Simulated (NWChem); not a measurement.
# CH$_{4}$MgO; SMILES [CH3][Mg][OH]

```xyz
7

Mg    -0.0296     0.1017    -0.0001
C      0.0219    -1.9915     0.0001
H      0.9348    -2.3786    -0.5002
H     -0.8519    -2.4240    -0.5318
H      0.0139    -2.4022     1.0320
O      0.0571     1.8946     0.0001
H     -0.3298     2.7766     0.0004
```
Atoms are numbered in this order, from 1.

All runs: NWChem. The geometry was optimised at PBE-D3(BJ)/def2-SVP.

Task: Predict the results for OLYP/def2-SVP. Quantities: highest occupied level (eV); orbital gap (eV); dipole (D).

Result: 
```json
{
  "highest occupied level (eV)": "-5.69",
  "orbital gap (eV)": "4.43",
  "dipole (D)": "0.81"
}
```
